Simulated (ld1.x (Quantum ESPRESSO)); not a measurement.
## An all-electron radial function and its pseudo partner (scandium (Sc))

Columns: radius, all-electron u(r) and pseudo u(r) of the 3p shell (level -44.55 eV) of scandium in the configuration [Ne] 3s2 3p6 3d1 4s0.5 4p0; PBEsol, scalar-relativistic, ultrasoft scheme, ld1.x (Quantum ESPRESSO) 7.5.

```json
{"r (bohr)": "0.148", "all-electron": "0.4807", "pseudo": "-0.0369"}
{"r (bohr)": "0.295", "all-electron": "0.3187", "pseudo": "-0.1396"}
{"r (bohr)": "0.443", "all-electron": "-0.1718", "pseudo": "-0.2903"}
{"r (bohr)": "0.590", "all-electron": "-0.5994", "pseudo": "-0.4600"}
{"r (bohr)": "0.738", "all-electron": "-0.8665", "pseudo": "-0.6212"}
{"r (bohr)": "0.885", "all-electron": "-0.9809", "pseudo": "-0.7460"}
{"r (bohr)": "1.033", "all-electron": "-0.9880", "pseudo": "-0.8192"}
{"r (bohr)": "1.180", "all-electron": "-0.9302", "pseudo": "-0.8342"}
{"r (bohr)": "1.328", "all-electron": "-0.8383", "pseudo": "-0.7970"}
{"r (bohr)": "1.475", "all-electron": "-0.7342", "pseudo": "-0.7225"}
{"r (bohr)": "1.623", "all-electron": "-0.6292", "pseudo": "-0.6280"}
{"r (bohr)": "1.770", "all-electron": "-0.5315", "pseudo": "-0.5317"}
{"r (bohr)": "1.918", "all-electron": "-0.4433", "pseudo": "-0.4433"}
{"r (bohr)": "2.065", "all-electron": "-0.3668", "pseudo": "-0.3668"}
{"r (bohr)": "2.213", "all-electron": "-0.3009", "pseudo": "-0.3009"}
{"r (bohr)": "2.360", "all-electron": "-0.2459", "pseudo": "-0.2459"}
{"r (bohr)": "2.508", "all-electron": "-0.1996", "pseudo": "-0.1996"}
{"r (bohr)": "2.655", "all-electron": "-0.1617", "pseudo": "-0.1617"}
{"r (bohr)": "2.802", "all-electron": "-0.1305", "pseudo": "-0.1305"}
{"r (bohr)": "2.950", "all-electron": "-0.1049", "pseudo": "-0.1049"}
{"r (bohr)": "3.098", "all-electron": "-0.0841", "pseudo": "-0.0841"}
{"r (bohr)": "3.245", "all-electron": "-0.0674", "pseudo": "-0.0674"}
{"r (bohr)": "3.393", "all-electron": "-0.0538", "pseudo": "-0.0538"}
{"r (bohr)": "3.540", "all-electron": "-0.0429", "pseudo": "-0.0429"}
{"r (bohr)": "3.688", "all-electron": "-0.0341", "pseudo": "-0.0341"}
{"r (bohr)": "3.835", "all-electron": "-0.0271", "pseudo": "-0.0271"}
```

How many radial nodes do the two functions have?

The all-electron 3p function has n − l − 1 = 1; the pseudo-wave has 0, since the states of the same l below it are removed with the core.

At about which radius was the pseudo-wave matched?

1.95 bohr. The columns agree to 0.0005 from 1.77 bohr on; several derivatives are matched, so the curves merge somewhat inside the radius.

Where does each function peak?

Outermost all-electron maximum near 1.03 bohr, pseudo maximum near 1.18 bohr (to the table’s step).

Is the pseudo-wave norm-conserving?

No, it belongs to an ultrasoft set: the norm inside the radius is not constrained, and the difference is carried by the augmentation charge.
